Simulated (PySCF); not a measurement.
Molecule: `N#Cc1ccccn1`, C$_{6}$H$_{4}$N$_{2}$.

Cartesian coordinates in Å; atom numbers follow the order of the lines, from 1:
```xyz
12

N     3.558   -0.535   -0.105
C     2.407   -0.418   -0.065
C     0.977   -0.230   -0.012
C     0.459    1.062    0.145
C    -0.923    1.208    0.193
C    -1.720    0.072    0.083
C    -1.096   -1.168   -0.071
N     0.220   -1.324   -0.119
H     1.131    1.917    0.227
H    -1.371    2.197    0.314
H    -2.809    0.139    0.115
H    -1.695   -2.081   -0.160
```

Geometry PBE0-D3(BJ)/def2-SVP throughout; GIAO in PySCF 2.14, gas phase, one conformer, non-relativistic; equivalent atoms averaged; basis pcSseg-1.

Question: How do the shifts δ (against NH3, TMS at the same level) depend on the functional? (a selection of nuclei; ppm; last column core-seconds on shared hosts with different chips, so compare them loosely)

Answer: 
```
functional                    kind     N8     N1     C7     C5     C3     C6   H12    H9   H11  core-s
        HF            Hartree–Fock  380.5  322.6  158.8  146.6  144.1  131.3  8.94  7.78  7.49      11
       PBE                     GGA  363.1  314.0  153.9  138.6  136.9  128.3  8.78  7.49  7.19      31
      BLYP                     GGA  368.4  314.6  154.5  139.2  137.8  129.0  8.65  7.37  7.06      32
      OPBE                     GGA  342.7  299.5  147.6  132.9  131.1  122.7  8.87  7.57  7.27      36
       KT2                     GGA  337.5  292.3  144.7  130.1  129.0  120.4  8.50  7.30  6.99      23
      PBE0           global hybrid  368.4  316.1  156.2  141.8  139.7  130.7  8.86  7.65  7.37      24
 BHandHLYP           global hybrid  379.3  320.6  158.7  145.0  142.9  132.9  8.80  7.66  7.37      21
 CAM-B3LYP  range-separated hybrid  378.8  319.2  159.7  145.8  143.9  134.3  8.78  7.62  7.35      34
   wB97X-D  range-separated hybrid  368.4  312.0  157.4  143.3  141.6  131.8  8.85  7.67  7.40      19
```

Question: Which nucleus among those listed moves most, in ppm?

Answer: N8 (pyridine-type ring nitrogen): from 337.5 ppm with KT2 to 380.5 ppm with HF. The smallest spread is 0.44 ppm, at H12. Proton shifts span only some 12 ppm, so a few tenths of a ppm matter as much there as several ppm in carbon.
